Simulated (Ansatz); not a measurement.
`CB[Si](F)(F)F` + PH₃ → `CBP` + `F[SiH](F)F` at 298.15 K and 1 bar (cleavage of the B–Si bond).

Calculated with Ansatz (gas phase, PBE0-D4/def2-TZVP geometries, no zero-point term in ΔE). CBS: MP2 limit from def2 TZ/QZ plus the TZ coupled-cluster correction, frozen cores. This one scheme is used for every species. One conformer a species, not always the lowest.

```tsv
species	CCSD(T)/CBS energy (Eh)	H − E (kJ/mol)	S (J/(mol·K))
`CB[Si](F)(F)F`	-653.90979	176.0	374.7
PH₃	-342.72256	73.1	210.2
`CBP`	-407.38441	190.6	297.5
`F[SiH](F)F`	-589.26725	60.9	277.9
```

H − E and S are ideal-gas, rigid-rotor, harmonic terms from PBE0-D4/def2-TZVP, for one conformer and one mirror image of each species. 1 Eh = 2625.50 kJ/mol, R = 8.31446 J/(mol·K).

Problem. By hand: ΔE, ΔH, ΔS and ΔG.

Solution. ΔE = (-407.38441) + (-589.26725) − (-653.90979) − (-342.72256) = -0.01931 Eh = -50.7 kJ/mol. Δ(H − E) = 190.6 + 60.9 − 176.0 − 73.1 = 2.4, so ΔH = -48.3 kJ/mol. ΔS = 297.5 + 277.9 − 374.7 − 210.2 = -9.5 J/(mol·K). ΔG = -48.3 − 298.15 × (-9.5)/1000 = -45.5 kJ/mol.

Problem. By hand: the equilibrium constant, and the temperature at which ΔG would vanish if ΔH and ΔS stayed fixed.

Solution. log₁₀ K = −ΔG/(RT ln 10) = 8.0. ΔG = 0 at ΔH/ΔS = 5084 K, far beyond where these terms or the molecules hold.

The number of gas molecules stays the same, so ΔS is small and ΔH decides. A doubt of 5 kJ/mol in ΔE shifts log₁₀ K by 0.9 here. Other conformers and mirror images would add mixing entropy, several J/(mol·K) or more a flexible species. Modes under 60 cm⁻¹, often nearly free rotors, make the harmonic entropy too high. These are equilibria of isolated gas molecules and say nothing of rates. Largest T1 diagnostic: 0.015 (customary marks: 0.02 for closed shells, 0.045 for open ones).
